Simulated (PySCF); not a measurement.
Hg(Cl)2, SMILES [Cl][Hg][Cl], CAM-B3LYP/def2-SVP optimised geometry.

```
3

Hg     0.00     0.00     0.00
Cl     2.28     0.00     0.00
Cl    -2.28     0.00     0.00
```

Density from CAM-B3LYP/def2-TZVP, def2 effective core potentials past Kr in PySCF at that geometry. The core electrons that the potentials of Hg replace are not part of the density.

Minimum of the electron density along straight lines between bonded atoms, close to the bond critical point (lines longer than 1.1 times the sum of covalent radii, or with two minima, are not listed):

```tsv
bond	length / Å	ρ at the minimum / e bohr⁻³	∇²ρ there / e bohr⁻⁵	position (fraction from the first atom)
Hg1–Cl2	2.282	0.109	0.20	0.50
Hg1–Cl3	2.282	0.109	0.20	0.50
```
